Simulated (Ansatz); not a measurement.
`O=C(S)[SeH]` + silanol → `O=C([SeH])O[SiH3]` + H₂S  (substitution at a C–S bond)

Isolated molecules relaxed with PBE0-D4/def2-TZVP in Ansatz; ΔE leaves out vibrations. CBS: MP2 limit from def2 TZ/QZ plus the TZ coupled-cluster correction, frozen cores. This one scheme is used for every species. For Se outer-core shells are correlated without core-valence functions, which leaves a few kJ/mol of doubt a bond. Scalar relativity is left out up to krypton. Each species was taken in one conformer, which may not be the lowest.

`O=C(S)[SeH]`:

```xyz
6

O     0.578    1.355   -1.408
C     0.253    0.581   -0.564
S     0.654    0.888    1.136
Se   -0.719   -1.018   -1.081
H     0.106   -0.217    1.656
H    -0.872   -1.589    0.262
```

`O[SiH3]`:

```xyz
6

O    -1.223   -0.210    0.319
Si    0.339    0.203   -0.001
H    -1.555   -1.028   -0.053
H     1.294   -0.821    0.506
H     0.569    1.491    0.691
H     0.577    0.365   -1.462
```

`O=C([SeH])O[SiH3]`:

```xyz
9

O     0.980    1.297    0.815
C     0.943    0.627   -0.177
Se    2.271    0.781   -1.551
O     0.005   -0.279   -0.437
Si   -1.215   -0.482    0.731
H     1.672   -0.245   -2.412
H    -2.060   -1.536    0.128
H    -0.624   -0.940    2.006
H    -1.973    0.777    0.896
```

H₂S:

```xyz
3

S    -0.151   -0.598    0.062
H    -0.213    0.465    0.877
H     0.364    0.132   -0.939
```

```
            species  SCS-MP2/def2-TZVPP energy (Eh)
      `O=C(S)[SeH]`                     -2912.12609
          `O[SiH3]`                      -366.59311
`O=C([SeH])O[SiH3]`                     -2879.82661
                H₂S                      -398.90298
```

**Question.** Work out ΔE.

**Answer.** ΔE = (-2879.82661) + (-398.90298) − (-2912.12609) − (-366.59311) = -0.01039 Eh = -27.3 kJ/mol. CCSD(T)/CBS gives -24.5 kJ/mol.

Largest T1 diagnostic among the species: 0.015.

From PBE to PBE0 (25 % exact exchange), in def2-TZVPP and without D4, ΔE moves by −7.9 kJ/mol. In def2-TZVPP, CCSD(T) changes the Hartree–Fock value by +15.2 kJ/mol (the triples alone add +3.5 kJ/mol) and MP2 by +21.6 kJ/mol.
